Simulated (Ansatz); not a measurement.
Computed with Ansatz on PBE0-D4/def2-TZVP structures; ΔE is electronic, products minus reactants. CCSD(T)/CBS adds triple-zeta CCSD(T) − MP2 to the extrapolated MP2 energy (def2 sets, frozen cores). Functionals use def2-TZVPP. B3LYP here is the variant with VWN-RPA as its local correlation; programs differ in this. For Br, Ga outer-core shells are correlated without core-valence functions, which leaves a few kJ/mol of doubt a bond. Scalar relativity is left out up to krypton. Each species was taken in one conformer, which may not be the lowest.

Reaction (redistribution): `CC(F)BF` + `[F][GaH][Br]` → `BC(C)F` + `[F][Ga]([F])[Br]`

(1) Is it downhill or uphill in electronic energy at CCSD(T)/CBS, and by how much? (Estimate.)

(2) What do these levels give: PBE-D4, B3LYP, MP2/def2-TZVPP, SCS-MP2/def2-TZVPP, SCS-MP2/def2-QZVPP, MP2/CBS(def2)? (An estimate is asked.)

Largest T1 diagnostic among the species: 0.012.

Results:

(1) Computed: Uphill: ΔE = +0.85 eV.

(2) Computed: PBE-D4 0.90, B3LYP 0.89, MP2/def2-TZVPP 0.78, SCS-MP2/def2-TZVPP 0.76, SCS-MP2/def2-QZVPP 0.77, MP2/CBS(def2) 0.81 eV.
